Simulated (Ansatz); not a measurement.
Relaxation of C$_{2}$H$_{3}$FN$_{2}$Si (9 atoms, charge 0, multiplicity 1), to a largest force component of 0.02 eV/Å in at most 50 steps.

Theory: UKS PBE-D4/6-31G* in Ansatz.

```xyz
9
Properties=species:S:1:pos:R:3:forces:R:3
N 2.562 -1.117 -1.701 5.61 -2.22 -3.50
C 1.571 -0.845 -1.046 1.26 -0.97 -0.87
C 0.581 -0.601 -0.376 6.19 -3.25 -5.04
N -0.246 -0.346 0.299 -14.89 4.84 11.17
Si -1.617 0.529 1.017 2.05 -0.13 0.84
F -1.385 2.103 0.707 -0.14 0.17 -0.01
H 1.858 0.041 -1.611 0.66 2.05 -1.26
H -2.868 0.109 0.444 -0.81 -0.46 -0.55
H -1.589 0.342 2.543 0.07 -0.03 -0.78
```

**Question.** Where does it end, and by what steps?

**Answer.** The run converged. After 21 steps the energy has fallen by 4.609 eV; H7 moved furthest, 1.18 Å. The start is strongly strained (largest force component 15 eV/Å), so its close contacts needn't be bonds. Parted: C2–H7. Joined: N1–H7.

```csv
step,energy less start (eV),largest force component (eV/Å),accepted
0,0.0000,14.890,yes
1,-1.9164,1.052,yes
2,-2.0150,0.833,yes
3,-2.0743,0.962,yes
4,-2.2166,0.535,yes
5,-2.3712,0.881,yes
6,-2.5358,1.521,yes
7,-2.9168,2.512,yes
8,-3.4474,2.558,yes
9,-4.0370,2.353,yes
10,-4.0975,4.539,yes
11,-4.3759,1.475,yes
12,-4.5350,0.697,yes
13,-4.5820,0.680,yes
14,-4.5983,0.520,yes
15,-4.6058,0.291,yes
16,-4.6082,0.099,yes
17,-4.6085,0.083,yes
18,-4.6086,0.026,yes
19,-4.6087,0.023,yes
20,-4.6088,0.022,yes
21,-4.6088,0.010,yes
```

```xyz
9
Properties=species:S:1:pos:R:3
N 2.427 -0.876 -1.687
C 1.424 -0.480 -1.020
C 0.409 -0.776 -0.225
N -0.596 -0.697 0.498
Si -1.695 0.519 1.097
F -1.373 2.031 0.602
H 2.890 -0.077 -2.164
H -3.040 0.115 0.593
H -1.580 0.456 2.583
```

Run time: 66 s on 2 threads of Arm Neoverse V2, with other jobs on the host, peak memory 0.23 GiB.
